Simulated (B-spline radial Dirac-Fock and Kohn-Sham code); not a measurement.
## Ta⁴⁺: non-radiative channels of the 1s vacancy

System: the Ta⁴⁺ ion in the configuration [Xe] 4f14 5d1, inside a Watson sphere of charge -4 and radius 1.8 Å (a model of the Madelung potential; inside it an electron's potential energy is raised by 32.0 eV).

The computed values come from a radial finite-basis atomic code: independent-particle radiative and Coulomb Auger rates from relativistic LDA hole-state orbitals, with Dirac-Fock energies. Kinetic energies are configuration averages from the vacuum level; the two-hole energies are estimated from single-hole states. The rates lack the Breit term, which in heavy atoms raises K-L1L1 and K-L1L2.

```tsv
transition	kinetic energy (eV)	width (meV)	share (%)
K-L1L1	43800.2	120	7.7
K-L1L2	44359.4	167	10.8
K-L2L2	44843.4	18.1	1.2
K-L1L3	45629.7	155	10.1
K-L2L3	46135.0	364	23.5
K-L3L3	47402.5	150	9.7
K-L1M1	52908.4	46.7	3.0
K-L1M2	53140.2	36.6	2.4
K-L1M3	53421.1	34.7	2.2
K-L2M1	53452.4	26.7	1.7
K-L2M3	53967.7	68.1	4.4
K-L2M5	54424.1	8.71	0.6
K-L3M1	54710.2	24.4	1.6
K-L3M2	54944.7	62.8	4.1
K-L1N1	55094.1	11.3	0.7
K-L1N2	55193.3	8.62	0.6
K-L3M3	55228.9	56.8	3.7
K-L1N3	55258.3	8.02	0.5
K-L3M4	55619.6	12.4	0.8
K-L3M5	55684.2	9.44	0.6
K-L2N3	55808.7	15.2	1.0
K-L3N2	57000.0	14.1	0.9
K-L3N3	57065.6	12.7	0.8
K-M2M3	62661.2	11.9	0.8
```

The listed channels hold 93 % of the non-radiative rate. Summed by principal shells, of 1.55 eV in all: KLL 63.0 %, KLM 26.1 %, KLN 6.0 %, KMM 2.6 %, KMN 1.2 %, KLO 0.9 %.
